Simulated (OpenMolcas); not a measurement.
Cu4+, Ag4+, Au4+: d7 down the group

```
Program             : OpenMolcas
Method              : RASSCF
Basis               : ANO-R2
Scalar Hamiltonian  : X2C, finite nucleus
Spin-orbit coupling : state interaction with AMFI integrals over the reference wave functions, term energies averaged over their components
```

Active space for each ion: 13 electrons in 8 orbitals (RAS1 p, at most 2 holes; RAS2 d).

Computed levels in cm-1 above 4F 9/2:

```csv
Level,Cu4+,Ag4+,Au4+
4F 7/2,1552,3476,11706
4F 5/2,2665,5564,13212
4P 5/2,22853,17129,21898
4P 1/2,24036,19329,26041
2G 9/2,24894,19368,23468
2G 7/2,26350,22657,31990
2P 1/2,31414,26957,41757
2D 5/2(1),32235,25763,36094
2H 11/2,34692,26756,31572
weight of 4F in the lowest level (%),100,97,85
```

Mixed levels, with the weight of the term that names them: Au4+ 4F 5/2 (58 %), Au4+ 4P 1/2 (65 %), Au4+ 2G 9/2 (60 %), Au4+ 2P 1/2 (65 %), Au4+ 2D 5/2(1) (69 %).

Measured, with the error of the calculation in %. Measured levels: Cu4+ from Sugar and Musgrove, J. Phys. Chem. Ref. Data 19, 527 (1990); Ag4+ from the list in Gamrath, thesis, University of Mons (2023).

| Level | Cu4+ | Ag4+ |
| --- | --- | --- |
| 4F 7/2 | 1616 (-4.0) | 3690 (-5.8) |
| 4F 5/2 | 2759 (-3.4) | 5816 (-4.3) |
| 4P 5/2 | 20827 (+9.7) | 14899 (+15.0) |
| 4P 1/2 | 21935 (+9.6) | 17067 (+13.3) |
| 2G 9/2 | 22575 (+10.3) | 16875 (+14.8) |
| 2G 7/2 | 24100 (+9.3) | 20442 (+10.8) |
| 2P 1/2 | 28367 (+10.7) | 24599 (+9.6) |
| 2D 5/2(1) | 30966 (+4.1) | 24361 (+5.8) |
| 2H 11/2 | 30402 (+14.1) | 22532 (+18.7) |

The fine-structure level 4F 5/2 changes by a factor of 4.96 from Cu4+ to Au4+.

Without spin-orbit coupling 4P lies 21855, 14999, 13688 cm-1 above 4F in that order; the difference to the level 4P 5/2, of either sign, comes from spin-orbit coupling, which also lowers the zero.

Without dynamic correlation excited terms often stand tens of per cent too high (terms of higher spin than the ground term too low), and those without a measured partner can miss by more than the paired ones. Active for correlation alone: 3p; no level in the range computed is led by a configuration that opens it, so any true level of that kind is missing (holds for Cu4+). Active for correlation alone: 4p; no level in the range computed is led by a configuration that opens it, so any true level of that kind is missing (holds for Ag4+). Active for correlation alone: 5p; no level in the range computed is led by a configuration that opens it, so any true level of that kind is missing (holds for Au4+). Measured partners are found by configuration, term and J. A level has none where our copy of the source lacks it or the pairing is in doubt (some pairs that miss far off the trend of their configuration count as doubtful), and it then counts in no deviation. Levels of configurations outside the active space are missing.

A number in round brackets counts repeated terms of one configuration in the order of the reference energies.
